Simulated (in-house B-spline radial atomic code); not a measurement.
## RPA and G0W0 on BHandHLYP: the silicon ion Si⁴⁺

Configuration [He] 2s2 2p6, mean-field start BHandHLYP. Computed with an all-electron radial atomic-structure program (B-spline basis): all electrons, non-relativistic, point nucleus, each spin shell either full or empty, empty states to l = 9 with an (l + 1/2)⁻⁴ tail; G0W0 by contour deformation at full frequency.

Command:
```bash
python run_gw.py task.json out
```
Settings (radii: box in bohr, nucleus in fm):
```
Z                        14
electrons                10
configuration            [He] 2s2 2p6
hamiltonian              nr
method                   bhandhlyp
lmax                     9
spin_polarised           False
box_radius               11.96
intervals                47
```

Cost of the run: 0.8 s on 1 thread of Intel(R) Xeon(R) Platinum 8375C CPU @ 2.90GHz, on a shared host.

Energies (hartree):

| term | value |
| --- | --- |
| mean-field total | -285.59617 |
| Hartree-Fock functional on these orbitals | -285.17871 |
| direct second order | -0.64029 |
| second-order exchange | 0.22741 |
| SOSEX correction | 0.21275 |

(1) What is the RPA correlation energy, and what remains with SOSEX?

Quasi-particle levels (eV):

```json
{"level": "2p", "occupied": "yes", "mean field": "-159.20", "Σx - vxc": "-9.47", "Σc": "?", "QP weight": "?", "G0W0": "?"}
{"level": "2s", "occupied": "yes", "mean field": "-206.19", "Σx - vxc": "-13.59", "Σc": "4.37", "QP weight": "0.963", "G0W0": "-215.41"}
{"level": "1s", "occupied": "yes", "mean field": "-1883.04", "Σx - vxc": "-44.06", "Σc": "23.03", "QP weight": "0.906", "G0W0": "-1904.07"}
{"level": "3s", "occupied": "no", "mean field": "-49.17", "Σx - vxc": "4.66", "Σc": "-0.50", "QP weight": "0.997", "G0W0": "-45.02"}
```

G0W0 = mean field + (Σx - vxc) + Σc, with Σc (partial-wave tail included) taken at the quasi-particle energy.

(2) Where does G0W0 put 2p?

## Answers

(1) RPA gives -0.58224 hartree (-1.58 eV per electron); RPA + SOSEX gives -0.36949, and the second-order doubles -0.41288 hartree (no singles). SOSEX takes back 37 % of the RPA value.

(2) At -166.96 eV, with Σc = 1.71 eV and a quasi-particle weight of 0.973. The tabulated removal energy is 166.767 ± 0.003 eV (NIST, measured); the calculation leaves out relativity, Breit and QED terms, and what these don't explain is the method's own error.
